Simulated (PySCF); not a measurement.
Telling isomers of C6H10O2Si apart by NMR

[PySCF 2.14.0 with density-fitted response routines: GIAO PBE0/pcSseg-1 shieldings; geometry: GFN2-xTB; rapidly exchanging positions averaged; single conformer; non-relativistic; no solvent]

Shifts are taken against calculated references (same method and geometry level): TMS for 1H (σ = 31.72 ppm) and 13C (σ = 186.93 ppm). Where no couplings were computed, multiplicities follow the n + 1 count of equivalent neighbours, and m marks all less simple cases (inequivalent or close neighbours, rings, F or P nearby). Shifts are as computed. Against solution values, carbons near 30 ppm lie about +3 ppm off and those near 130 ppm about +5 ppm. Of 1211 compounds with measured shifts, 218 miss one by over three times the rms of a fit or turn the order of signals round; such compounds aren't used in these exercises. OH and NH positions are gas-phase values without hydrogen bonding to other molecules.

(1) Tabulate the signals of `CC#C[Si](O)(O)C1CC1`, `COc1ccc([SiH2]C)o1`, `CCO[SiH2]CC#CC=O` and their relative energies.

(2) What is the quickest way to tell CC#C[Si](O)(O)C1CC1 from COc1ccc([SiH2]C)o1?

(3) What is the quickest way to tell COc1ccc([SiH2]C)o1 from CCO[SiH2]CC#CC=O?

(4) What is the quickest way to tell CC#C[Si](O)(O)C1CC1 from CCO[SiH2]CC#CC=O?

## Answers

(1) 
```json
{"SMILES": "CC#C[Si](O)(O)C1CC1", "carbon types": "2×C 1×CH 2×CH2 1×CH3", "δC": "106.5, 87.7, 5.5, 2.9, 1.2", "δH": "2.01 (s, 3H), 1.59 (br s, 2H), 0.55 (m, 2H), 0.14 (m, 2H), -0.08 (m, 1H)", "E rel. (kcal/mol)": "0.0"}
{"SMILES": "COc1ccc([SiH2]C)o1", "carbon types": "2×C 2×CH 2×CH3", "δC": "173.3, 142.9, 131.8, 89.6, 56.2, -9.0", "δH": "6.95 (m, 1H), 5.60 (m, 1H), 4.74 (q, 2H), 4.08 (s, 3H), 0.34 (t, 3H)", "E rel. (kcal/mol)": "33.4"}
{"SMILES": "CCO[SiH2]CC#CC=O", "carbon types": "2×C 1×CH 2×CH2 1×CH3", "δC": "181.0, 107.5, 89.4, 64.5, 20.5, 10.3", "δH": "9.46 (s, 1H), 5.06 (t, 2H), 4.34 (q, 2H), 1.98 (t, 2H), 1.33 (t, 3H)", "E rel. (kcal/mol)": "49.0"}
```

Energies are electronic energies at PBE0/pcSseg-1 on these geometries, without zero-point or thermal terms, each for the one conformer computed, which needn't be the lowest.

(2) Count the carbon signals: 5 against 6. The first has a three-membered-ring carbon (CH2) at 2.9 ppm, the second an aromatic carbon bearing oxygen (C) at 173.3 ppm. Their most deshielded carbons lie at 106.5 and 173.3 ppm. In the proton spectra the most deshielded non-exchanging signals are 2.01 (s, 3H) and 6.95 (m, 1H).

(3) Both give the same number of carbon signals, but DEPT or the intensities differ. The first has an aromatic carbon bearing oxygen (C) at 173.3 ppm, the second an sp3 CH2 bonded to O at 64.5 ppm. Their most deshielded carbons lie at 173.3 and 181.0 ppm. In the proton spectra the most deshielded non-exchanging signals are 6.95 (m, 1H) and 9.46 (s, 1H).

(4) Count the carbon signals: 5 against 6. The first has a three-membered-ring carbon (CH) at 1.2 ppm, the second an aldehyde carbonyl carbon (CH) at 181.0 ppm. Their most deshielded carbons lie at 106.5 and 181.0 ppm. In the proton spectra the most deshielded non-exchanging signals are 2.01 (s, 3H) and 9.46 (s, 1H).
